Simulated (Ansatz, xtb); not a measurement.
## Two structures of CH3NZn

Structure X is a singlet given by its coordinates and structure Y is `C=[N][ZnH]`, a singlet. Both are gas-phase species (loosely bound parts included), relaxed with B3LYP/6-31G*.

X (Å):

| atom | x (Å) | y (Å) | z (Å) |
| --- | --- | --- | --- |
| C | -0.8741 | 0.4454 | -1.2889 |
| N | -0.7159 | -0.7799 | -0.9743 |
| Zn | -0.0848 | -1.7806 | 1.1236 |
| H | -1.3232 | 1.1191 | -0.5569 |
| H | -0.5764 | 0.8869 | -2.2459 |
| H | -0.2784 | -1.3113 | -1.7351 |

Close contacts (Å): C1–N2 1.27, N2–Zn3 2.41, C1–H4 1.09, C1–H5 1.10, N2–H6 1.03.

Y (Å):

```yaml
atoms:
  - { symbol: C, position_ang: [-0.9029, 0.4470, 0.7147] }
  - { symbol: N, position_ang: [0.0924, -0.3186, 0.6072] }
  - { symbol: Zn, position_ang: [1.5610, -0.5442, -0.4097] }
  - { symbol: H, position_ang: [2.8593, -1.0087, -1.0574] }
  - { symbol: H, position_ang: [-1.1195, 1.3184, 0.0687] }
  - { symbol: H, position_ang: [-1.6587, 0.2837, 1.5034] }
```

Task: Estimate which is lower in electronic energy at CCSD(T)/def2-TZVP, and by roughly how much.

Result: The CCSD(T)/def2-TZVP calculation puts structure X lower, by 3.7 kcal/mol.

The same difference at several levels:

```json
{"level": "B3LYP/6-31G*", "geometry": "B3LYP/6-31G*", "E(Y) − E(X) (kcal/mol)": "−6.4", "departure from the last row (kcal/mol)": "−10.1", "job, with rough time for the two": "optimisation, 1.7 min"}
{"level": "HF/def2-TZVP", "geometry": "B3LYP/6-31G*", "E(Y) − E(X) (kcal/mol)": "+6.3", "departure from the last row (kcal/mol)": "+2.6", "job, with rough time for the two": "part of the CCSD(T) run"}
{"level": "MP2/def2-TZVP", "geometry": "B3LYP/6-31G*", "E(Y) − E(X) (kcal/mol)": "−1.7", "departure from the last row (kcal/mol)": "−5.4", "job, with rough time for the two": "part of the CCSD(T) run"}
{"level": "CCSD(T)/def2-TZVP", "geometry": "B3LYP/6-31G*", "E(Y) − E(X) (kcal/mol)": "+3.7", "departure from the last row (kcal/mol)": "", "job, with rough time for the two": "single point, 3.1 min"}
```

B3LYP/6-31G*, MP2/def2-TZVP put the two in the other order. The largest departure from CCSD(T)/def2-TZVP is that of B3LYP/6-31G*, 10.1 kcal/mol. Levels run at GFN2-xTB geometries aren't shown.

With harmonic frequencies from B3LYP/6-31G* (ideal gas, rigid rotor, one conformer each, 298.15 K, 1 atm): the zero-point term adds −3.6 kcal/mol; ΔH is −0.1 and ΔG +1.2 kcal/mol.

The correlated steps freeze 7 core orbitals; the last core shell of Zn is correlated, in a basis made for valence electrons. Mirror images aren't counted in ΔG. Programs: Ansatz 0.2.0; the last row on 1 thread of AMD EPYC (Zen 3) on a shared host.
